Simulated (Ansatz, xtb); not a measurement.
System: sum formula BHF (charge +1, singlet). SMILES of the parent species: [BH]F
Geometry from a B3LYP-D3(BJ)/def2-TZVP (Ansatz, an electronic-structure program) optimisation:
```xyz
3

B      0.0000     0.0000    -0.6502
F      0.0000     0.0000     0.5641
H      0.0000     0.0000    -1.8264
```
Charge +1, spin multiplicity 1.

Harmonic wavenumbers from GFN2-xTB (xtb, at its own minimum), cm⁻¹: 612, 612, 1755, 2616.

Q: Give the harmonic wavenumbers at B3LYP-D3(BJ)/def2-TZVP (Ansatz, finite differences of forces, unscaled).

A: 740, 740, 1641, 2847 cm⁻¹. Zero-point energy 8.5 kcal/mol.

Q: From these and the geometry, give the ideal-gas thermochemistry at 298.15 K and 1 atm (rigid rotor, harmonic oscillator).

A: Point group C∞v, rotational symmetry number 1. Rotational constants 36.44, 36.44 GHz. S(trans) 36.21, S(rot) 12.20, S(vib) 0.53, S(elec, spin only) 0.00, S 48.9 cal/(mol K). H(298) - H(0) 2.20 kcal/mol; G - E(el) -3.9 kcal/mol.
